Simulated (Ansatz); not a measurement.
CH₂BClO, SMILES `O=CBCl`. The species carries charge 0 and has multiplicity 1.

```xyz
6

O    -1.2389   -0.6272    1.0941
C    -0.3306    0.1041    0.7712
B     0.1673    0.0285   -0.7292
Cl    1.7784   -0.5413   -1.0172
H     0.1631    0.7515    1.5315
H    -0.5393    0.2844   -1.6505
```

Give the diagnostics of a CCSD(T)/def2-TZVPP run (frozen core, the Gaussian-basis code of Ansatz). (Estimate.)

Computed: T1 = 0.0160, largest single amplitude 0.023, largest double 0.045, (T) share of the correlation energy 4.2 %, 13 CCSD cycles. The RHF solution is stable towards an unrestricted one. T1 lies under the customary mark of 0.02 for closed shells.
